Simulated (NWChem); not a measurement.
Species: C4H7Cl; SMILES C=C(Cl)CC

```xyz
12

C     -1.8102     0.5427    -0.2106
C     -0.5684     0.1735     0.0963
Cl     0.7474     1.3561    -0.0506
C     -0.1308    -1.1865     0.5695
C      0.7770    -1.9325    -0.4220
H     -2.0549     1.5425    -0.5507
H     -2.6212    -0.1745    -0.1202
H     -1.0367    -1.7750     0.7594
H      0.3886    -1.0792     1.5308
H      1.6969    -1.3719    -0.6141
H      1.0540    -2.9123    -0.0182
H      0.2667    -2.0875    -1.3787
```
Atoms are numbered in this order, from 1.

Computed with NWChem. Pople sets run with spherical d functions. All runs use the structure optimised with B3LYP/6-31G* (spherical d). Vzz is the largest principal value of the second derivative of the potential at the nucleus (NWChem prints the opposite sign); η is the asymmetry. Non-relativistic.

For level PBE0/def2-SVP:

* **Vzz Cl3 (a.u.)**: 3.402

Question: Estimate the same quantities for level CAM-B3LYP/6-31G*.

Answer: 
| Quantity | Result |
|---|---|
| Vzz Cl3 (a.u.) | 3.494 |
